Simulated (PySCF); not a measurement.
Computed properties of H₂O₂S₂, SMILES OSSO

H2O2S2, SMILES OSSO. Geometry: B3LYP-D3(BJ)/def2-SVP. The values are those of a single conformer. All values are computed for the isolated molecule unless a solvent is named; none is compared with measurement here.

**Structure.** The optimised structure has C2 symmetry. All 12 harmonic modes at B3LYP-D3(BJ)/def2-SVP (PySCF) are real, so it is a minimum. With heavy atoms numbered as in [OH:1][S:2][S:3][OH:4], the shortest bond between them is S3–O4 at 1.693 Å and the longest S2–S3 at 2.019 Å.

**Vibrations.** The strongest infrared lines (harmonic, unscaled, degenerate partners summed) lie at 714 cm⁻¹ (177 km/mol, O 64 %, S 35 %), 383 cm⁻¹ (121 km/mol, H 84 %, S 13 %), 3765 cm⁻¹ (103 km/mol, H 94 %). The softest mode is at 148 cm⁻¹ and the zero-point energy is 18.9 kcal/mol.

**Electronic structure.** PBE0/def2-TZVPD (PySCF) places the frontier levels at -7.56 and -1.03 eV, a gap of 6.53 eV, and gives a dipole moment of 2.19 D and a mean polarisability of 56.1 bohr³. PBE/def2-TZVPD (PySCF) at the same geometry gives -6.31 and -1.99 eV, so its gap is 2.21 eV narrower. An orbital gap is neither the optical nor the fundamental gap.

**Excitations.** TDDFT-M06-2X/def2-SVPD (PySCF) has S1 at 5.09 eV (244 nm, f = 0.003, weak); the most intense of the 10 singlets computed lies at 6.37 eV (f = 0.05). T1 (TDA) is at 4.35 eV. TDDFT-PBE/def2-SVPD (PySCF) puts S1 at 4.74 eV. No vertical singlet excitation falls in the visible range (under 3.1 eV).

**NMR.** GIAO shifts at B3LYP/pcSseg-2 (PySCF) (non-relativistic, atoms alike by connectivity averaged): ¹H at 3.6 ppm against TMS.
